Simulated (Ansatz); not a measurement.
System: Al2H4, net charge 0, singlet state. 
Geometry from a B3LYP-D3(BJ)/def2-TZVP (Ansatz, a first-principles code) optimisation:
```
Al
H 1 1.5905
H 1 1.5905 2 116.05
Al 1 2.5886 2 121.97 3 180.00
H 4 1.5905 1 121.97 2 -90.00
H 4 1.5905 5 116.05 1 180.00
```
Charge 0, spin multiplicity 1.

Basis-set convergence of Hartree-Fock and CCSD correlation energies (hartree) with Ansatz. Valence correlation only, unless marked. No spin-orbit coupling. Non-relativistic.

```
basis        functions       E(HF)  E(corr, CCSD)
-----------  ---------  ----------  -------------
def2-SVPD           80  -485.96992       -0.17919
def2-TZVPPD        164         [?]            [?]
```

### Question
Fill in the missing entries.

### Answer

- def2-TZVPPD, E(HF): -486.13689
- def2-TZVPPD, E(corr, CCSD): -0.20390
